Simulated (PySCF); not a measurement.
## Exercise with solution: dipole moment from atomic charges

TaSCl3, SMILES [S]=[Ta]([Cl])([Cl])[Cl], multiplicity 1. Atoms are numbered in the order given.

```xyz
5

Ta     0.0000     0.0000    -0.0102
S      0.0000     0.0000    -2.1638
Cl     1.8940    -1.0935     0.6935
Cl    -1.8940    -1.0935     0.6935
Cl     0.0000     2.1870     0.6935
```

Geometry optimised at B3LYP-D3(BJ)/def2-SVP. The spin state was assumed, not searched. The structure was generated by enumeration; whether it is a known compound was not checked. The def2 effective core potentials stand for the cores of Ta; spin–orbit coupling is left out.

Charges (e) from M06-2X/def2-TZVP (PySCF):

```csv
atom,Mulliken,ESP fit
Ta1,0.978,0.360
S2,-0.200,-0.163
Cl3,-0.259,-0.065
Cl4,-0.259,-0.066
Cl5,-0.259,-0.066
```

The dipole moment of the full density is 1.00 D.

**Question.** What dipole moment does each set of point charges give, and which comes closer to that of the density?

**Answer.** 
μ = Σ q r, and 1 e Å = 4.8032 D.
Mulliken: Σ q r = (0.000, 0.000, -0.116) e Å, |μ| = 0.56 D.
ESP fit: Σ q r = (0.002, -0.001, 0.212) e Å, |μ| = 1.02 D.
ESP fit comes closer in size. Point charges leave out the atoms' own dipoles (lone pairs, polarised bonds); fits to the potential absorb them, partitions of the density don't.
